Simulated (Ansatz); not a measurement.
The lowest singlet and triplet of H2Si2 (SMILES [Si]=[SiH2]); geometries from B3LYP-D3(BJ)/def2-TZVP, each state relaxed from the structure named, with no frequency check.
Singlet at the triplet's geometry (charge 0, multiplicity 1):
```xyz
4

Si     1.2764    -0.0608     0.0115
Si    -1.0047     0.0478    -0.0091
H     -1.9586    -1.0982    -0.0180
H     -1.8455     1.2792    -0.0163
```

A positive gap puts the triplet lower; no zero-point energy. R- takes a restricted singlet. U- takes an unrestricted singlet (broken symmetry where lower, unprojected). The triplet is unrestricted in single-reference levels. Active spaces average the two states.

Frozen-core correlation.

The values were computed with Ansatz (Gaussian basis) for Hartree–Fock, density functionals and correlated methods. Values without a source in brackets are computed.

```csv
level,"gap E(singlet) − E(triplet), vertical, at the triplet's geometry (eV)"
U-BHLYP/def2-TZVPP (spin-contaminated),-0.123
R-wB97M-V/def2-TZVPP,-0.256
U-wB97M-V/def2-TZVPP,-0.256
U-B2PLYP/def2-TZVPP (spin-contaminated),-0.233
R-SCS-MP2/cc-pV(D+d)Z,-0.302
R-CCSD/cc-pV(T+d)Z,-0.244
R-CCSD(T)/cc-pV(T+d)Z,-0.341
"SC-NEVPT2 on SA-CASSCF(4,4)/cc-pV(D+d)Z",-0.351
"FIC-NEVPT4(SD) on SA-CASSCF(4,4)/cc-pV(Q+d)Z",(withheld)
```

**Question.** Some entries are withheld; supply them.

**Answer.** 
- FIC-NEVPT4(SD) on SA-CASSCF(4,4)/cc-pV(Q+d)Z, gap E(singlet) − E(triplet), vertical, at the triplet's geometry (eV): -0.402

Doubts at one or more of the structures used: a restricted determinant that unrestricted orbitals would lower (R-SCS-MP2/cc-pV(D+d)Z, R-CCSD/cc-pV(T+d)Z, R-CCSD(T)/cc-pV(T+d)Z).

Ansatz is a program for electronic structure.
